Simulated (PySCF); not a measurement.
**Basis and Hamiltonian dependence of the ionisation energy of Zn²⁺**

Zn²⁺ [Ar] 3d10 (1S) → Zn³⁺ [Ar] 3d9 (2D). Calculated with PySCF 2.14 from differences of total energies of unrestricted determinants, without spin-orbit coupling. Values in eV.

| basis | Hamiltonian | functions | UHF | LDA | PBE0 | MP2 (valence) | CCSD(T) (valence) | CCSD(T) (valence and next inner shell) |
| --- | --- | --- | --- | --- | --- | --- | --- | --- |
| cc-pVDZ-DK | spin-free X2C | 43 | 37.079 | 40.634 | n/a | 39.830 | n/a | n/a |
| def2-TZVP | non-relativistic | 48 | 37.379 | 41.078 | n/a | 39.969 | n/a | n/a |
| aug-cc-pVDZ-PP with ECP10MDF | ECP | 54 | 37.027 | 40.714 | 39.567 | 39.936 | 39.415 | n/a |
| aug-cc-pVDZ-DK | spin-free X2C | 59 | 37.080 | 40.639 | 39.613 | 39.918 | 39.397 | n/a |
| ANO-RCC-VTZP | spin-free X2C | 59 | 36.991 | 40.883 | 39.686 | 40.052 | 39.509 | 39.666 |
| cc-pVTZ-PP with ECP10MDF | ECP | 63 | 36.997 | n/a | n/a | 39.970 | n/a | n/a |
| x2c-TZVPPall | spin-free X2C | 64 | 36.980 | 40.772 | 39.638 | 39.922 | 39.388 | 39.501 |
| def2-TZVPPD | non-relativistic | 67 | 37.327 | 41.054 | 39.942 | 40.239 | 39.713 | 39.824 |
| aug-cc-pwCVDZ-PP with ECP10MDF | ECP | 70 | 37.011 | 40.770 | 39.598 | 40.022 | 39.483 | 39.516 |
| x2c-TZVPPall with one added diffuse shell each of s, p, d, f type | spin-free X2C | 80 | 36.976 | 40.767 | 39.634 | 39.965 | 39.436 | 39.555 |
| aug-cc-pVTZ-DK | spin-free X2C | 93 | 36.968 | 40.788 | 39.636 | 40.029 | 39.496 | n/a |
| def2-QZVPPD | non-relativistic | 100 | 37.297 | 41.078 | 39.942 | 40.323 | 39.801 | 39.939 |
| aug-cc-pwCVTZ-PP with ECP10MDF | ECP | 122 | 36.975 | 40.745 | 39.564 | 40.112 | n/a | n/a |
| aug-cc-pwCVTZ-DK | spin-free X2C | 127 | 36.951 | 40.770 | 39.625 | 40.061 | n/a | n/a |

Frozen in the all-electron rows: valence: [Ar]; valence and next inner shell: [Ne]; with a core potential, the same shells as far as they lie outside it.

Non-relativistic rows lack the scalar-relativistic shift.

Between the lowest levels the reference is 39.723 eV (measured; NIST Atomic Spectra Database, ionization energies); it includes spin-orbit coupling, which these numbers lack.
